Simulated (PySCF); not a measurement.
# Effect of structural changes

Method used: TDDFT CAM-B3LYP/aug-cc-pVDZ excited states, vertical, gas phase (PySCF 2.14.0). Geometry: PBE0-D3(BJ)/def2-SVP.

Each molecule in one low-energy conformer.

Task: How does the largest two-photon cross section among the few lowest singlets (linear parallel light, single beam, Lorentzian half width 0.1 eV, states within 0.08 eV summed) change along this series?
- CSC(=C=CC#N)C#N (H replaced by SCH3)
- N#CC=C=C(C#N)C=O (H replaced by CHO)
- N#CC=C=C([SiH3])C#N (H replaced by SiH3)

Result: 
```tsv
molecule	S1 (eV)	f(S1)	largest σ (GM)	at photon λ (nm)
CSC(=C=CC#N)C#N	3.86	0.000	1.9	491
N#CC=C=C(C#N)C=O	3.74	0.000	0.9	449
N#CC=C=C([SiH3])C#N	5.01	0.001	0.3	402
```
The largest two-photon cross section among the few lowest singlets (linear parallel light, single beam, Lorentzian half width 0.1 eV, states within 0.08 eV summed) is lowest for N#CC=C=C([SiH3])C#N and highest for CSC(=C=CC#N)C#N.
